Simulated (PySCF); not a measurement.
Gas-phase reaction: 2 GaH3.NH3 + 3 GaH ⇌ 5 GaH3 + N2

Method: PySCF energies (xtb for GFN2) plus ideal-gas RRHO corrections (1 bar). † marks an energy on the PBE0/def2-TZVP geometry and frequencies; other levels use their own. MP2 and CCSD(T) freeze the core. 6-31G* has spherical d functions here. All species are closed-shell singlets. B3LYP is the form with VWN-RPA correlation. Ga: all electrons, no relativistic terms. Adducts (GaH3.NH3) have no counterpoise correction, and HF, PBE, BLYP, B3LYP and PBE0 lack dispersion. GaH3.NH3, GaH, GaH3: computed as isolated molecules; such fragments, hydroxides, amides, oligomers or adducts are transient or little studied in the gas. MP2 isn't extrapolated to the basis-set limit; its ΔH°(298 K) is -29.8 kJ in def2-SVP and -13.1 kJ in def2-TZVPP. CCSD(T) isn't extrapolated to the basis-set limit; its ΔH°(298 K) is 11.6 kJ in def2-SVP and 15.3 kJ in def2-TZVPP. The harmonic model lacks anharmonicity and excited electronic states, which grow with temperature; levels with a mode under 35 cm⁻¹ are left out. Soft modes under 120 cm⁻¹ make the harmonic entropy rough for GaH3.NH3.

```json
[
 {"level": "B3LYP/6-31G*", "ΔE electronic, kJ": "161", "ΔH°(298 K), kJ": "84", "ΔS°(298 K), J/K": "117", "ΔG°(1800 K), kJ": "-122"},
 {"level": "CCSD(T)/def2-TZVPP†", "ΔE electronic, kJ": "89", "ΔH°(298 K), kJ": "15", "ΔS°(298 K), J/K": "117", "ΔG°(1800 K), kJ": "-188"},
 {"level": "GFN2-xTB", "ΔE electronic, kJ": "497", "ΔH°(298 K), kJ": "420", "ΔS°(298 K), J/K": "115", "ΔG°(1800 K), kJ": "215"},
 {"level": "HF/6-31G*", "ΔE electronic, kJ": "39", "ΔH°(298 K), kJ": "-45", "ΔS°(298 K), J/K": "115", "ΔG°(1800 K), kJ": "-248"},
 {"level": "MP2/def2-SVP†", "ΔE electronic, kJ": "44", "ΔH°(298 K), kJ": "-30", "ΔS°(298 K), J/K": "117", "ΔG°(1800 K), kJ": "-234"},
 {"level": "PBE/def2-SVP", "ΔE electronic, kJ": "149", "ΔH°(298 K), kJ": "78", "ΔS°(298 K), J/K": "118", "ΔG°(1800 K), kJ": "-127"},
 {"level": "ωB97M-V/def2-TZVP†", "ΔE electronic, kJ": "117", "ΔH°(298 K), kJ": "43", "ΔS°(298 K), J/K": "117", "ΔG°(1800 K), kJ": "-161"}
]
```
ΔH° is lowest at HF/6-31G* and highest at GFN2-xTB. No reference value is set beside these.
